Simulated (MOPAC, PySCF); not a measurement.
C₃H₉BrO₃Sn, SMILES `C[O][Sn]([Br])([O]C)[O]C`, neutral singlet in the gas phase. 

Z-matrix (Å, degrees):
```
Sn
O 1 1.9536
C 2 1.4096 1 122.03
H 3 1.1009 2 107.92 1 -178.33
H 3 1.1041 4 108.06 2 -121.74
H 3 1.1050 4 107.73 5 -116.79
O 1 1.9539 2 107.12 3 177.16
C 7 1.4120 1 120.75 2 -46.68
H 8 1.1010 7 107.77 1 173.31
H 8 1.1039 9 108.06 7 121.81
H 8 1.1050 9 107.88 10 116.77
O 1 1.9615 2 106.03 3 56.45
C 12 1.4077 1 122.97 2 -169.41
H 13 1.1012 12 108.10 1 171.28
H 13 1.1048 14 107.83 12 -121.61
H 13 1.1049 14 107.71 15 -116.39
Br 1 2.4657 2 113.53 3 -63.57
```
Charge 0, multiplicity 1.

All levels are single points at this geometry (CAM-B3LYP-D3(BJ)/def2-SVP); Pople sets use spherical d functions. Orbital energies aren't observables, and empty levels follow the basis.

```csv
level,HOMO (eV),LUMO (eV),gap (eV),dipole (D),"vertical IE, Delta-SCF (eV)"
CAM-B3LYP-D3(BJ)/def2-TZVP in PySCF,-9.57,-1.12,8.45,1.31,10.15
B3LYP/6-31G* (LANL2DZ on Sn) in PySCF,-7.62,-2.08,5.55,1.52,9.55
B3LYP/LANL2DZ in PySCF,-7.72,-2.44,5.28,1.97,–
BP86/6-31G* (LANL2DZ on Sn) in PySCF,-6.37,-2.86,3.51,1.60,–
PBE/6-31G* (LANL2DZ on Sn) in PySCF,-6.25,-2.77,3.48,1.57,–
HF/6-31G* (LANL2DZ on Sn) in PySCF,-11.93,1.73,13.65,1.55,10.53
AM1 in MOPAC,-10.40,-1.77,8.64,1.73,–
PM6 in MOPAC,-10.69,-1.65,9.04,1.99,–
PM7 in MOPAC,-10.25,-0.20,10.04,1.78,–
```
